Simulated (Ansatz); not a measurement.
A run for Ansatz (a program for electronic structure): U-B3LYP/cc-pVTZ on Se2, 2S+1 = 3, a point of a bond scan (R = 7.002 Å).

Ansatz 0.2 input:
```yaml
crystal:
  periodic: [false, false, false]
  atoms:
    - {symbol: Se, position_ang: [-0.00000000, -0.00000000, -1.09408457]}
    - {symbol: Se, position_ang: [0.00000000, 0.00000000, 5.90805668]}
basis:
  gaussian:
    orbitals: cc-pVTZ
hamiltonian:
  xc: {name: B3LYP}
magnetization: {spin_polarized: true, initial_magnetization: 2}
```

The head of its log:

```
WARN ansatz: RAYON_NUM_THREADS=1 ignored (pool sized by the plan → 1); use --threads N
Functional definition: B3LYP
integrals: 0.02 GiB planned
552 factors; integrals over basis functions are off by at most 1.7e-4 eV
mean field: 0.44 GiB planned
mean field evaluation 1: about -130698.1082 eV, gradient 6.5e0 eV
mean field evaluation 2: about -130698.2801 eV, gradient 2.0e0 eV
```

**Question.** Give the final energy of this run.

**Answer.** -4803.1286 hartree. Its determinant has ⟨S²⟩ = 3.01, a mixture of spin states.
